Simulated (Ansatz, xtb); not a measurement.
Relative energy of two conformers of H2O2SiTe

Structure X: `O=[Si](O)[TeH]`, a singlet. Structure Y: `O=[Si](O)[TeH]`, a singlet. Both are isolated molecules in the gas phase, relaxed with PBE0-D3(BJ)/def2-SVP.

X (Å):

```yaml
atoms:
  - { symbol: O, position_ang: [1.2356, -1.3986, 1.8927] }
  - { symbol: O, position_ang: [0.4464, 1.1213, 0.8430] }
  - { symbol: Si, position_ang: [1.1582, 0.1272, 1.9387] }
  - { symbol: Te, position_ang: [2.0883, 1.5599, 3.6893] }
  - { symbol: H, position_ang: [0.0368, 0.6695, 0.0932] }
  - { symbol: H, position_ang: [1.5302, 2.9126, 2.8964] }
```

Y (Å):

```xyz
6

O    -2.1521   -1.5908   -1.6958
O    -0.1551    0.2400   -0.9575
Si   -0.8588   -1.2373   -0.9682
Te    0.4882   -2.8072    0.3706
H     0.6634    0.3874   -0.4735
H    -0.6149   -3.9979    0.0172
```

Estimate which is lower in electronic energy at CCSD(T)/def2-TZVP, and by roughly how much.

The CCSD(T)/def2-TZVP calculation puts structure X lower, by 0.133 eV.

The same difference at several levels:

| level | geometry | E(Y) − E(X) (eV) | departure from the last row (eV) | job, with rough time for the two |
| --- | --- | --- | --- | --- |
| PBE0-D3(BJ)/def2-SVP | PBE0-D3(BJ)/def2-SVP | +0.147 | +0.014 | optimisation, 23 s |
| HF/def2-TZVP | PBE0-D3(BJ)/def2-SVP | +0.149 | +0.016 | part of the CCSD(T) run |
| MP2/def2-TZVP | PBE0-D3(BJ)/def2-SVP | +0.129 | −0.004 | part of the CCSD(T) run |
| CCSD(T)/def2-TZVP | PBE0-D3(BJ)/def2-SVP | +0.133 |  | single point, 1.7 min |

None of the levels shown reverses the order. The largest departure from CCSD(T)/def2-TZVP is that of HF/def2-TZVP, 0.016 eV. Levels run at GFN2-xTB geometries aren't shown.

With harmonic frequencies from PBE0-D3(BJ)/def2-SVP (ideal gas, rigid rotor, one conformer each, 298.15 K, 1 atm): on the last row, ΔE + ΔZPE = +0.122, ΔH = +0.128, ΔG = +0.113 eV.

The correlated steps freeze 11 core orbitals; the filled d shell of Te is correlated, in a basis made for valence electrons. Atoms past krypton carry core potentials in the def2 sets and no spin–orbit term is included. Codes used: Ansatz 0.2.0; the last row on 2 threads of Arm Neoverse V2 on a shared host.
